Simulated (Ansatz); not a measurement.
Reaction (ligand exchange at the Si–N bond): `C[N]([SiH2]Cl)[GeH2][Cl]` + `N[Si](O)(O)F` → `O[Si](O)(F)N[SiH2]Cl` + `C[NH][GeH2][Cl]`

Calculated with Ansatz (gas phase, PBE0-D4/def2-TZVP geometries, no zero-point term in ΔE). CCSD(T)/CBS is the MP2 limit (def2-TZVPP, def2-QZVPP) plus CCSD(T) − MP2 in def2-TZVPP, frozen cores. Functionals use def2-TZVPP. B3LYP here is the variant with VWN-RPA as its local correlation; programs differ in this. For Ge outer-core shells are correlated without core-valence functions, which leaves a few kJ/mol of doubt a bond. Scalar relativity is left out up to krypton. One conformer a species, not always the lowest.

```tsv
level	ΔE (kJ/mol)	difference from CCSD(T)/CBS
r2SCAN-D4	-4.1	-5.0
PBE0-D4	-2.6	-3.5
B3LYP-D4	-3.1	-4.0
ωB97M-V	-2.0	-2.9
B2PLYP	-2.6	-3.5
PBE	-5.2	-6.1
r2SCAN	-4.6	-5.5
PBE0	-4.4	-5.3
HF/def2-TZVPP	-8.8	-9.7
MP2/def2-TZVPP	3.9	3.0
CCSD/def2-TZVPP	-0.3	-1.2
HF/def2-QZVPP	-8.8	-9.7
MP2/def2-QZVPP	3.8	2.9
SCS-MP2/def2-QZVPP	1.3	0.4
HF/CBS(def2)	-8.8	-9.7
MP2/CBS(def2)	3.8	2.9
CCSD(T)/CBS	0.9	0
```

Largest T1 diagnostic among the species: 0.011.

The D4 term adds +3.5 kJ/mol with B3LYP and +1.8 kJ/mol with PBE0; it sums over pairs of atoms, weighted by their polarisabilities, and B3LYP, whose exchange is more repulsive, gets the larger term. In def2-TZVPP, CCSD(T) changes the Hartree–Fock value by +9.8 kJ/mol (the triples alone add +1.3 kJ/mol) and MP2 by +12.7 kJ/mol.
